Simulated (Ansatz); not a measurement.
Compare A (`CNC1=CB1`) with its isomer B (`BN=C1CC1`).

Gas-phase electronic energies from Ansatz, PBE0-D4/def2-TZVP geometries. CCSD(T)/CBS adds triple-zeta CCSD(T) − MP2 to the extrapolated MP2 energy (def2 sets, frozen cores). DFT in def2-TZVPP. B3LYP here is the variant with VWN-RPA as its local correlation; programs differ in this. One conformer a species, not always the lowest.

A:

Z-matrix (Å, degrees):
```
C
N 1 1.441
H 1 1.095 2 111.8
H 1 1.094 2 111.4 3 121.6
H 1 1.089 2 108.2 3 -119.3
C 2 1.327 1 123.5 3 115.0
H 2 1.007 1 117.7 3 -63.0
B 6 1.483 2 156.9 1 1.5
C 6 1.365 2 142.0 1 -179.0
H 8 1.184 6 151.6 2 -0.4
H 9 1.081 6 139.3 2 0.3
```

B:

```xyz
11

B     1.5402   -1.1409   -1.5176
N     0.6863   -0.5085   -0.6768
C    -0.0874    0.0648    0.0856
C    -1.4618    0.4319    0.4117
C    -0.2748    0.8541    1.2989
H     1.8010   -2.2925   -1.3169
H     2.0083   -0.5279   -2.4339
H    -2.1262   -0.3388    0.7885
H    -1.9460    1.1989   -0.1838
H     0.0201    1.8983    1.2859
H    -0.1597    0.3606    2.2584
```

Which is lower in electronic energy at CCSD(T)/CBS, and by how much? (Best estimate.)

Ansatz gave: B, by 3.5 kJ/mol.

Give E(B) − E(A) in kJ/mol with HF/def2-TZVPP, B3LYP, r2SCAN-D4, PBE-D4, B2PLYP, ωB97M-V, CCSD/def2-TZVPP. (Estimate.)

Computed: HF/def2-TZVPP 8.1, B3LYP -14.2, r2SCAN-D4 -11.1, PBE-D4 -16.9, B2PLYP -9.2, ωB97M-V -1.1, CCSD/def2-TZVPP -6.2. The order is the other way round with HF/def2-TZVPP.

Does the order hold for the free energy at 298.15 K (harmonic terms from PBE0-D4)? (Estimate.)

The calculation gave: Yes: G(B) − G(A) = -6.6 kJ/mol, for one conformer each. Modes under 60 cm⁻¹, often nearly free rotors, make the harmonic entropy too high.

Largest T1 diagnostic: 0.015.

From BLYP to BHLYP (50 % exact exchange), in def2-TZVPP and without D4, E(B) − E(A) moves by +23.2 kJ/mol. At CCSD(T), def2-SVP lies −11.8 kJ/mol from the extrapolated value and def2-TZVPP −5.2 kJ/mol.
